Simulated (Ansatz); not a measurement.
Ligand exchange: GeH2(CH3)Br + SiH2(CH3)Br → GeH3(CH3) + SiH(CH3)Br2

Gas-phase species: GeH2(CH3)Br, singlet; SiH2(CH3)Br, singlet; GeH3(CH3) (methyl germane), singlet; SiH(CH3)Br2, singlet. The partners trade Br for H: Ge–Br and Si–H bonds give way to Ge–H and Si–Br.

Shapes, held fixed at every level: PBE0-D4/def2-TZVP. Programs: Ansatz 0.2.0. The zero-point and thermal change to 298 K, harmonic and unscaled (PBE0-D4/def2-TZVP), is -1.0 kJ/mol.

| level | kind | ΔH(298 K) (kJ/mol) | less CCSD(T)/def2-TZVPP |
| --- | --- | --- | --- |
| PBE-D4/def2-TZVPP | GGA | -12.4 | -4.2 |
| r2SCAN-D4/def2-TZVPP | meta-GGA | -11.4 | -3.2 |
| B3LYP-D4/def2-TZVPP | global hybrid | -8.4 | -0.2 |
| r2SCAN0-D4/def2-TZVPP | global hybrid | -10.1 | -1.9 |
| B2PLYP/def2-TZVPP | double hybrid | -6.5 | +1.7 |
| CCSD/def2-TZVPP | coupled cluster or CI | -6.5 | +1.7 |
| CCSD(T)/def2-TZVPP | coupled cluster or CI | -8.2 | 0.0 |

The highest level, CCSD(T)/def2-TZVPP, gives ΔH(298 K) = -8.2 kJ/mol; the levels span -12.4 to -6.5. The column of differences is taken from that level and isn't an error. No measured value is set beside it here. Relativity is left out for Br, Ge. Outer-core shells of Br, Ge are correlated, in sets that cover them unevenly.
